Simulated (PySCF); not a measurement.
Static response to an electric field

Species: phenylmethanimine, C7H7N.
SMILES with atom numbers: `[H]/[N:1]=[CH:2]\[c:3]1[cH:4][cH:5][cH:6][cH:7][cH:8]1` (hydrogens: H9 on N1; H10 on C2; H11 on C4; H12 on C5; H13 on C6; H14 on C7; H15 on C8)

Structure used (GFN2-xTB), in Å, numbered top down from 1:
```
atom  x, y, z in Å
N1     2.985   -0.773   -0.151
C2     2.155    0.158    0.017
C3     0.687    0.116    0.015
C4    -0.018   -1.070   -0.191
C5    -1.399   -1.077   -0.185
C6    -2.098    0.101    0.026
C7    -1.410    1.286    0.232
C8    -0.029    1.295    0.226
H9     2.579   -1.695   -0.312
H10    2.584    1.144    0.189
H11    0.518   -1.995   -0.357
H12   -1.934   -2.001   -0.346
H13   -3.178    0.094    0.030
H14   -1.955    2.204    0.397
H15    0.507    2.220    0.386
```

Level: B3LYP/def2-SVPD (PySCF), static field, nuclei fixed, core orbitals frozen in the response. The polarisability tensor in these axes (au):

```
x   121.74  -7.43  -1.64
y    -7.43  93.82   7.66
z    -1.64   7.66  51.94
```

Task: What are the eigenvalues, a third of the trace, and Δα (Δα² = ½Σ(αi − αj)² over the three pairs)?

Result: Principal values 50.58, 93.15 and 123.77 au; mean 89.17 au = 13.21 Å³ = 14.70 × 10⁻⁴⁰ C²·m²/J; Δα = 63.66 au (71 % of the mean).

Task: What is the dipole moment, and where does it point?

Result: (-2.97, 0.27, 0.06) D, 2.99 D in size, pointing from the negative to the positive side. Measured along this direction, the outermost atoms are N1 at the negative end and H13 at the positive end.

Task: What molar refraction does this α imply?

Result: Lorentz–Lorenz: R = (4π/3)N_A α = 2.5225 cm³/(mol·Å³) × 13.21 Å³ = 33.3 cm³/mol, in the limit of long wavelengths.

Task: Refractivity n − 1 of an ideal gas of it at 298.15 K and 1 atm, from the electronic α?

Result: N = p/kT = 2.4615 × 10¹⁹ cm⁻³, so n − 1 = 2π × N × 13.21 × 10⁻²⁴ cm³ = 2044 × 10⁻⁶ at long wavelengths, for an ideal gas.

Task: Find the Langevin capture rate constant for NH4+ (18.034 u) meeting this molecule (105.058 u), k = 2.342 × 10⁻⁹ cm³/s × √(α in Å³ / reduced mass in u).

Result: The reduced mass is 15.39 u, so k = 2.17 × 10⁻⁹ cm³/s. The formula leaves out the permanent dipole, which adds to the capture rate.

The structure is a single GFN2-xTB conformer in the gas phase; no vibrational or solvent corrections.
